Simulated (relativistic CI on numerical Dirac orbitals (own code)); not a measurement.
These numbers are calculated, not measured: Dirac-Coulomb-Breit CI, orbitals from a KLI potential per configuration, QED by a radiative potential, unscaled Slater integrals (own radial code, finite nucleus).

The strongest absorption lines from the ground level of an ion, among the configurations computed and to levels below about 647 eV (vacuum wavelength in Å, gf): 33.919 (0.19), 36.772 (0.46), 80.525 (4.2), 101.05 (0.65).

**Question.** Which ion is it?
A. Nd XXIII
B. Ce XXIII
C. Nd XXV
D. Ba XXI

**Answer.** C. Nd XXV has 36 electrons and the ground level 4s²4p⁶ ¹S0; the strongest line goes to 4s²4p⁵4d ¹P°1. The pattern of lines fixes the number of electrons, and along that sequence the line energies rise steadily with the charge (about as its square where n changes within one kind of shell, about linearly where n is kept but much faster in heavy ions where fine structure, which grows about as Z⁴, sets the gap, and irregularly where shells cross), which fixes Z. Configurations outside the model, such as inner-shell arrays, can give stronger lines. At this charge energies of transitions that change n are usually good to better than 1 %, and those within a shell (Δn = 0) to a few per cent.

LS names give the leading component of a level, which can be under half, so a name can repeat, a term be missing and a line seem to break the LS rules.
